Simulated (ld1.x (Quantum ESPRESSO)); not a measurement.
## Before and after: PAW potential for N

N (Z = 7), PAW, made with ld1.x (Quantum ESPRESSO) 7.5 (PW91, scalar-relativistic). Core [He], reference 2s1.5 2p3.5. Waves: 2s (bound): rcut 0.95, rcutus 1.00 bohr; 2s channel at 0.3 Ry: rcut 0.95, rcutus 1.00 bohr; 2p (bound): rcut 1.30, rcutus 1.55 bohr; 2p channel at 0.65 Ry: rcut 1.30, rcutus 1.55 bohr; 3d channel at -0.15 Ry: rc 1.80 bohr. Local part: the d channel. Core correction: Bessel-smoothed model core, default radius (core density twice the valence density). Augmentation charge: PSQ, inside the norm-conserving radii.

All-electron outer shells of the reference configuration (PW91, scalar-relativistic, ld1.x):

| shell | level (eV) | outermost node (bohr) | outermost maximum (bohr) |
| --- | --- | --- | --- |
| 1s | -385.49 | – | 0.15 |
| 2s | -18.85 | 0.32 | 1.02 |
| 2p | -7.37 | – | 0.97 |

Change: all radii but the core radius scaled by about 0.74 (s 0.74, p 1.16, d 1.34 bohr, rcut 0.70/0.96/1.34).

Cutoffs: the cutoffs (Ry, on a coarse ladder) from which the occupation-weighted sum of valence levels, in a spherical-Bessel basis at the reference potential, stays within 10 and 1 mRy of its value at 400 Ry; they do not see the model core or the augmentation charge, which bear on the density cutoff. Errors are all-electron minus pseudo energies relative to the spin-unpolarised reference configuration.

Question: How do hardness, ghosts and transferability respond?

Answer: The potential gets harder (30 Ry and 45 Ry → 50 Ry and 90 Ry); the number of tests that count goes from 7 to 5; of the 5 tests that both files solve, the error grows in 2 and shrinks in 0 by more than 15 % and 0.3 meV (median size 0.8 → 1.0 meV); neither file shows a bound ghost at the reference potential, the only one tested. A smaller radius makes the pseudo-wave follow the all-electron one further in, where it bends more sharply, so more plane waves are needed.

```tsv
quantity	base	changed
cutoff, loose	30 Ry	50 Ry
cutoff, tight	45 Ry	90 Ry
loose cutoff by channel (10 mRy a level)	s 10 Ry, p 25 Ry	s 30 Ry, p 40 Ry
bound ghosts	none	none
tests counted (converged, no solver errors)	7 of 7	5 of 7
error for 2s2 2p3, meV [ΔE -5.74 eV]	+0.1	-0.1
error for 2s1 2p0, meV [ΔE 161.98 eV]	-46	-60
error for 2s1 2p4, meV [ΔE 5.75 eV]	-0.1	-0.4
error for 2s2 2p0, meV [ΔE 84.08 eV]	-20	-17
error for 2s0 2p5, meV [ΔE 17.25 eV]	-0.8	-1.0
lowest overlap eigenvalue by channel	s 0.55, p 0.97	s 0.59, p 0.96
```

Changed file: Tests not counted: 2s2 2p2 (solver errors, printed error -132 eV); 2s2 2p1 (solver errors, printed error -84.1 eV).
